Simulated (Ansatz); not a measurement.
Process, species as SMILES: CB(C)O -> CB(C)[O] + H atom (the H-O bond at the site shown breaks; other sites are not compared here)
Each molecule is optimised on its own at B3LYP-D3(BJ)/def2-TZVP (Ansatz, a program for electronic structure), one conformer each, not searched for the lowest.

Wanted: bond dissociation energy (electronic energy difference), in kJ/mol. Valence correlation only, unless marked. Open shells are spin-unrestricted. Spin-orbit coupling is left out. No relativistic terms. CBS(X,Y): correlation extrapolated as X^-3; Hartree-Fock from the larger set.

CCSD(T)/CBS(aug-cc-pVTZ,aug-cc-pVQZ) (Ansatz) gives 469.0 kJ/mol.

Question: Another calculation gave 481.6 kJ/mol. Which level was it?
(A) r2SCAN/def2-TZVPD (Ansatz)
(B) SVWN5/def2-TZVPD (Ansatz)
(C) LC-wPBE/def2-TZVPD (Ansatz)
(D) BLYP/def2-TZVPD (Ansatz)

Answer: B, SVWN5/def2-TZVPD (Ansatz). The others give 416.5 (BLYP), 449.8 (LC-wPBE), 429.4 (r2SCAN) kJ/mol.
